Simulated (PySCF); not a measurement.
A structure optimised at B3LYP-D3(BJ)/def2-SVP, used in a PySCF frequency run:

```xyz
11

Al     0.1505     0.4150     0.1498
F      1.1629     1.7351    -0.0396
C     -1.0707     0.4116     1.6660
H     -1.7023    -0.4903     1.7095
H     -1.7390     1.2894     1.6324
H     -0.5135     0.4780     2.6165
C      0.2788    -1.0067    -1.1622
C     -0.5016    -2.0996    -1.0807
H      0.9849    -0.9654    -2.0037
H     -0.4540    -2.9221    -1.8067
H     -1.2371    -2.2330    -0.2768
```

Write its SMILES and formula.

C=[CH][Al]([CH3])[F], C3H6AlF

What are its rotational constants (standard atomic weights)?

5.3436, 2.6753, 1.8028 GHz
